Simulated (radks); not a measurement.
Question: Valence configurations of F3+ (all share [He]). All-electron calculation, non-relativistic Kohn-Sham, LDA (Slater exchange, Perdew-Wang correlation), spin-polarised, spherical densities, point nucleus; open shells are filled with parallel spins first. Program: a radial shooting solver on a logarithmic mesh with Libxc functionals. Order these by energy: 2p4; 2s0.5 2p3.5; 2s2 2p2; 2s1 2p3; 2s1.5 2p2.5.

Answer: From the lowest, in eV above it: 2s2 2p2 0.000; 2s1.5 2p2.5 5.390; 2s1 2p3 8.960; 2s0.5 2p3.5 23.417; 2p4 36.038. NIST lists [He] 2s2 2p2 as the ground configuration; this level of theory agrees among the configurations tried. The energies are those of spherical high-spin densities, not of single terms.
